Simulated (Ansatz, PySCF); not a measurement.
Torsion H3–S1–Sn2–H4 in H2SSn (SMILES [SH][SnH]); at each angle all else is relaxed with GFN2-xTB, and the levels are single points there.
Geometry at 180° (charge 0, multiplicity 1):
```xyz
4

S     -1.156     0.538     0.480
Sn     1.058     0.618    -0.471
H     -1.625    -0.463    -0.264
H      1.522     1.991     0.632
```

On the grid 0° to 330°, 90° is the highest and 180° the lowest point at CCSD(T)/CBS(def2-TZVPP, def2-QZVPP).

Frozen-core correlation. Filled d and f shells under p-block atoms count as core. CBS(a, b) extrapolates the correlation energy as X⁻³ and adds the Hartree–Fock energy of set b.

Codes used: Ansatz (Gaussian orbitals); PySCF for the dispersion terms. Values without a source in brackets are computed. In def2 rows elements past Kr take small-core potentials, without spin–orbit coupling.

Task: What is the computed energy at 90° less that at 180° (B3LYP-D4/def2-TZVPP)?

Result: 13.3 kcal/mol

Ansatz is a program for electronic structure.
